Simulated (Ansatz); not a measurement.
Reaction (atomization): `BC(=C)[O][InH2]` → B• + 2 C• + 6 H• + In• + O•

Gas-phase electronic energies from Ansatz, PBE0-D4/def2-TZVP geometries. CCSD(T)/CBS adds triple-zeta CCSD(T) − MP2 to the extrapolated MP2 energy (def2 sets, frozen cores). This one scheme is used for every species, atoms too. For atomizations the MP2-based limit and the directly extrapolated one differ by several kJ/mol either way, and by 10 to 25 for some Ge, Se and Sn compounds, so smaller differences from it don't rank the levels. DFT in def2-TZVPP. HSE06 is defined as in plane-wave codes. Open shells (•) are unrestricted, without spin–orbit coupling. Spin–orbit coupling would lower the free atoms: a little for B, C, O; strongly for In. def2 core potentials past Kr. Bonds to In are less sure, by a few kJ/mol each and by 10 to 20 or more in all where they break to atoms, as the def2 sets lack core-valence functions. One conformer a species, not always the lowest.

`BC(=C)[O][InH2]`:

```xyz
11

B     1.297   -0.151   -1.578
C     0.464   -0.217   -0.276
C    -0.090   -1.401    0.062
O     0.396    0.879    0.503
In   -1.235    1.509    1.492
H     1.319   -1.105   -2.299
H     1.919    0.830   -1.860
H    -0.007   -2.247   -0.606
H    -0.618   -1.555    1.002
H    -0.788    2.744    2.573
H    -2.657    0.715    0.987
```

```tsv
level	ΔE (kJ/mol)	difference from CCSD(T)/CBS
PBE-D4	3912.4	83.9
BLYP-D4	3829.0	0.5
r2SCAN-D4	3855.5	27.0
r2SCAN0-D4	3786.0	-42.5
HSE06-D4	3839.0	10.5
B2PLYP	3788.6	-39.9
PBE-QIDH	3805.7	-22.8
BHLYP	3688.0	-140.5
HF/def2-SVP	2818.3	-1010.2
CCSD/def2-SVP	3593.8	-234.7
CCSD(T)/CBS	3828.5	0
```

Largest T1 diagnostic among the species: 0.017.

From BLYP to BHLYP (50 % exact exchange), in def2-TZVPP and without D4, ΔE moves by −91.4 kJ/mol: exact exchange takes away binding that semilocal exchange gives to molecules. Leaving LDA and LC-ωPBE aside and taking each functional with its dispersion term where it has one, the values, not all of them listed here, spread over 195.4 kJ/mol, from BHLYP-D4 to PBE-D4. LDA lies +520.9 kJ/mol from PBE without D4, its usual overbinding. At CCSD(T), def2-SVP lies −188.8 kJ/mol from the extrapolated value and def2-TZVPP −93.5 kJ/mol: correlation converges slowly with the basis, and small sets miss more of it in the bonded molecule than in its fragments.
